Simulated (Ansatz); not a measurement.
Consider the formal exchange of groups at the Sn–F bond: `[F][Sn]([F])([Cl])[Cl]` + `C#N` → `N#[C][Sn]([F])([Cl])[Cl]` + H–F.

Isolated molecules relaxed with PBE0-D4/def2-TZVP in Ansatz; ΔE leaves out vibrations. CCSD(T)/CBS is the MP2 limit (def2-TZVPP, def2-QZVPP) plus CCSD(T) − MP2 in def2-TZVPP, frozen cores. This one scheme is used for every species. Functionals use def2-TZVPP. def2 core potentials past Kr. For Sn outer-core shells are correlated without core-valence functions, which leaves a few kJ/mol of doubt a bond.

CCSD(T)/CBS gives +0.40 eV.

(1) Another level gave +0.54 eV. Which?
A. RPA@PBE/def2-TZVPP
B. revPBE-D4/def2-TZVPP
C. r2SCAN/def2-TZVPP
D. ωB97X-V/def2-TZVPP

Largest T1 diagnostic among the species: 0.014.

Answers

(1) C. r2SCAN 0.54, revPBE-D4 0.45, RPA@PBE/def2-TZVPP 0.33, ωB97X-V 0.50 eV.

In def2-TZVPP, CCSD(T) changes the Hartree–Fock value by −0.19 eV (the triples alone add −0.02 eV) and MP2 by −0.23 eV. The D4 term adds −0.06 eV with B3LYP and −0.03 eV with PBE0; it sums over pairs of atoms, weighted by their polarisabilities, and B3LYP, whose exchange is more repulsive, gets the larger term.

B3LYP here is the variant with VWN-RPA as its local correlation; programs differ in this.
